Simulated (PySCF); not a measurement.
SMILES [SeH]S (CAM-B3LYP/def2-SVP optimised geometry):

```
4

Se    -0.602    -1.099     0.000
H      0.872    -1.099     0.000
S     -0.872     1.099     0.000
H     -0.906     1.274    -1.340
```

Calculation: PySCF with CAM-B3LYP/def2-TZVP.

Task: What are the frontier orbital energies and the dipole moment?

Result: HOMO-2 -11.01 eV, HOMO-1 -8.88 eV, HOMO -8.50 eV, LUMO -0.40 eV, LUMO+1 1.12 eV; dipole moment 1.11 D.

On the same geometry PySCF with PBE/def2-TZVP gives HOMO-2 -8.58 eV, HOMO-1 -6.30 eV, HOMO -6.02 eV, LUMO -2.41 eV, LUMO+1 -0.73 eV; dipole moment 1.06 D.

Meta-Löwdin charges at CAM-B3LYP/def2-TZVP: Se1 0.00, H2 0.06, S3 -0.15, H4 0.10.
